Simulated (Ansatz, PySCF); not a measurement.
This PySCF input computes a SVWN5/def2-TZVPD energy:

```python
from pyscf import gto, scf, dft

mol = gto.M(
    atom='''
    Sn    0.17068257    0.21542416    0.09247207
    O     1.50694485   -1.00880762   -0.60548252
    F    -1.04494135   -0.79635486    1.33529394
    F    -1.24280171    0.49627186   -1.31082095
    ''',
    basis='def2-tzvpd',
    ecp='def2-tzvp',
    charge=-1,
    spin=1,
    verbose=4,
)

mf = dft.UKS(mol, xc='svwn').density_fit(auxbasis='def2-universal-jkfit')
mf.grids.level = 3
mf.conv_tol = 1e-9
mf.max_cycle = 100
mf.max_memory = 1500
mf.kernel()
if not mf.converged:
    mf = mf.newton()
    mf.kernel(mf.make_rdm1())
for _ in range(2):
    mo, _, stable, _ = mf.stability(return_status=True)
    if stable:
        break
    mf.kernel(mf.make_rdm1(mo, mf.mo_occ))
mf.analyze()
```

Problem. Write an input for the same energy in Ansatz (a quantum-chemistry and plane-wave program) and say what it gives.

Solution. 
Ansatz 0.2 input:
```yaml
crystal:
  periodic: [false, false, false]
  atoms:
    - {symbol: Sn, position_ang: [0.17068257, 0.21542416, 0.09247207]}
    - {symbol: O, position_ang: [1.50694485, -1.00880762, -0.60548252]}
    - {symbol: F, position_ang: [-1.04494135, -0.79635486, 1.33529394]}
    - {symbol: F, position_ang: [-1.24280171, 0.49627186, -1.31082095]}
basis:
  gaussian:
    orbitals: def2-TZVPD
hamiltonian:
  xc: {name: SVWN5}
total_charge: -1
magnetization: {spin_polarized: true, initial_magnetization: 1}
output: {forces: true}
```
It gives -487.34735 Eh, and PySCF -487.34740 Eh, a difference of 0.05 mEh, from the treatment of integrals and grids.
